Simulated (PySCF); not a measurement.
## Sulfur: a sound run and one with changed settings

Sound run: S²⁺ [Ne] 3s2 3p2, S³⁺ [Ne] 3s2 3p1. All numbers are calculated (PySCF 2.14, no relativity, point nucleus, in cc-pV(D+d)Z). In the sound run the correlated levels freeze [Ne]. The sound run starts from symmetry-adapted Hartree-Fock orbitals and uses a fine grid where one is needed.

Changed run: scalar relativity by spin-free X2C-1e. This setting is unsound on purpose.

```
species   method  sound run (hartree)  changed run (hartree)  converged
    S²⁺      UHF           -396.32304             -397.28436        yes
    S²⁺     TPSS           -396.88645             -397.84720        yes
    S²⁺     PBE0           -396.72699             -397.68787        yes
    S²⁺      MP2           -396.37712             -397.33841        yes
    S²⁺  CCSD(T)           -396.40124             -397.36241        yes
    S³⁺      UHF           -395.06882             -396.02974        yes
    S³⁺     TPSS           -395.60466             -396.56506        yes
    S³⁺     PBE0           -395.44555             -396.40607        yes
    S³⁺      MP2           -395.11098             -396.07186        yes
    S³⁺  CCSD(T)           -395.13346             -396.09418        yes
```

Ionisation energy of S²⁺:

```json
{"method": "UHF", "sound run (eV)": "34.129", "changed run (eV)": "34.140"}
{"method": "TPSS", "sound run (eV)": "34.879", "changed run (eV)": "34.889"}
{"method": "PBE0", "sound run (eV)": "34.870", "changed run (eV)": "34.880"}
{"method": "MP2", "sound run (eV)": "34.454", "changed run (eV)": "34.465"}
{"method": "SCS-MP2", "sound run (eV)": "34.373", "changed run (eV)": "34.384"}
{"method": "CCSD", "sound run (eV)": "34.489", "changed run (eV)": "34.501"}
{"method": "CCSD(T)", "sound run (eV)": "34.498", "changed run (eV)": "34.510"}
```

Most of the change in total energy is the relativistic energy itself. On top of that the contraction fixes the core shape for the Hamiltonian it was made with, so the changed run is not a good calculation with the other Hamiltonian either.

For comparison, NIST gives 34.86 ± 0.04 eV between the lowest levels.
